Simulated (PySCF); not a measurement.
Species: CH6F2OSi2.
Atom-mapped SMILES: `[F:1][CH:2]([F:3])[SiH2:4][O:5][SiH3:6]` (hydrogens: H7 on C2; H8, H9 on Si4; H10, H11, H12 on Si6)

Computed by this run: PBE0-D3(BJ)/def2-SVP geometry optimisation, gas phase (PySCF); density fitting, grid level 1; the optimiser is geomeTRIC in internal coordinates, started from a GFN2-xTB structure with every atom displaced at random (about 0.01 Å).

Geometry at step 1:
```
atom  x, y, z in Å
F1     -1.6190   -1.3490    1.2765
C2     -1.8976   -0.6597    0.1340
F3     -3.2035   -0.2815    0.1756
Si4    -0.7727    0.9050    0.0360
O5      0.7633    0.4091   -0.2753
Si6     2.3283   -0.1309   -0.2303
H7     -1.7713   -1.3675   -0.7077
H8     -0.8686    1.5930    1.3469
H9     -1.2787    1.7231   -1.0942
H10     3.0860    0.6240    0.8043
H11     2.3382   -1.5827    0.0957
H12     2.9348    0.0892   -1.5703
```

**Question.** Give the atomic forces at this geometry.

**Answer.** 
```
atom  Fx (eV/Å)  Fy (eV/Å)  Fz (eV/Å)
  F1     -0.021      0.045     -0.028
  C2      0.158      0.013      0.087
  F3      0.046      0.045      0.012
 Si4     -0.115     -0.452     -0.067
  O5      0.033      0.015     -0.008
 Si6     -0.238      0.066      0.010
  H7     -0.033      0.051     -0.047
  H8     -0.010      0.121      0.048
  H9      0.012      0.141     -0.021
 H10      0.065      0.024      0.044
 H11      0.032     -0.069      0.014
 H12      0.069      0.001     -0.043
```

The largest, 0.47 eV/Å, acts on Si4; the rms over all components is 0.104 eV/Å. The forces sum to zero within rounding, as they must for an isolated molecule in no field.

**Question.** Give the force on Si4 in Eh/bohr and in nN.

**Answer.** 0.471 eV/Å ÷ 51.422 = 0.00916 Eh/bohr, and 0.471 eV/Å × 1.602 = 0.75 nN.

**Question.** How far is this geometry from the end of the optimisation?

**Answer.** 0.038 eV above it, and 0.376 Å rms away after alignment. The bonds farthest from their final lengths, with half the difference of the two atoms' forces along the bond (positive lengthens):

```csv
bond,now (Å),final (Å),force along bond (eV/Å)
C2–Si4,1.930,1.916,-0.26
O5–Si6,1.656,1.664,-0.14
Si4–O5,1.644,1.652,-0.01
Si4–H8,1.484,1.491,+0.18
Si6–H10,1.488,1.493,+0.08
Si6–H11,1.488,1.492,+0.07
```

The angle farthest from its final value is Si4–O5–Si6, 167.5° against 144.0°.

What follows is the cost of the whole optimisation. Hardware: Arm Neoverse V2, one thread, shared host with 32 logical CPUs at a one-minute load of 29. Cost: 2.1 min of wall time, 0.52 GiB resident at most.
